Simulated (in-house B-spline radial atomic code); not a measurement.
A fraction x of an electron is removed from 5p in the xenon ion Xe⁴⁺, starting from [Kr] 4d10 5s2 5p2 and keeping the highest spin. Method: non-relativistic Hartree-Fock with fractional occupations, spin-polarised, spherical fractional occupations, point nucleus. Calculated with an all-electron radial atomic-structure program (B-spline basis).

Caution: exact exchange at fractional occupations of open shells leaves self-interaction of up to several eV.

```csv
x,E(x) - E(0) (eV),5p up level (eV)
0,0.0000,-49.760
0.12,6.0201,-50.575
0.21,10.5994,-51.188
0.36,18.3545,-52.214
0.49,25.2003,-53.106
0.5,25.7317,-53.175
0.6,31.0837,-53.864
0.68,35.4149,-54.417
0.84,44.2103,-55.526
0.89,46.9953,-55.874
1,53.1836,-56.640
```

The exact functional would give a straight line between the two integer points. Deviations E(x) - E(0) - x[E(1) - E(0)], in eV: -0.362 at x = 0.12, -0.569 at x = 0.21, -0.792 at x = 0.36, -0.86 at x = 0.49, -0.86 at x = 0.5, -0.826 at x = 0.6, -0.75 at x = 0.68, -0.464 at x = 0.84, -0.338 at x = 0.89.

The curve lies below the straight line by up to 0.86 eV (at x = 0.49): with spherically averaged exact exchange in an open shell, this holds the self-interaction named above.

Task: How well does Slater's transition state (minus the level at half occupation) give the ionisation energy?

Result: It gives 53.175 eV against 53.184 eV from the two total energies; NIST lists 54.10 eV, ground level to ground level. The end point has an open shell averaged over its orbitals, so its exact exchange keeps a self-interaction and this is no true integer point.
